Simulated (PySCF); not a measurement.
Computed shifts of a molecule C₂H₅FN₂Si, PySCF with HF/pcSseg-1, GIAO, gas phase, equivalent atoms averaged, in ppm (number of nuclei): ¹⁵N: 558.0 (1), 17.4 (1). ²⁹Si: -6.7 (1). ¹³C: 218.3 (1), 112.8 (1). ¹⁹F: -161.4 (1). ¹H: 10.05 (1), 6.55 (1), 5.48 (1), 1.85 (2). References: ¹⁵N against NH3 (σ = 267.3 ppm); ²⁹Si against TMS (σ = 393.8 ppm); ¹³C against TMS (σ = 192.6 ppm); ¹⁹F against CFCl3 (σ = 238.5 ppm); ¹H against TMS (σ = 31.99 ppm), references at their B3LYP-D3(BJ)/def2-TZVP geometries, non-relativistic. The structure is a stationary point at PBE-D3(BJ)/def2-SVP. The values are those of a single conformer.

Identify the compound among the candidates.
A) N#CC[Si@@H](N)F
B) N[Si@]1(F)C=NC1
C) N[Si@@H]1C=N[C@@H]1F
D) C#C[Si](N)(N)F

C, N[Si@@H]1C=N[C@@H]1F
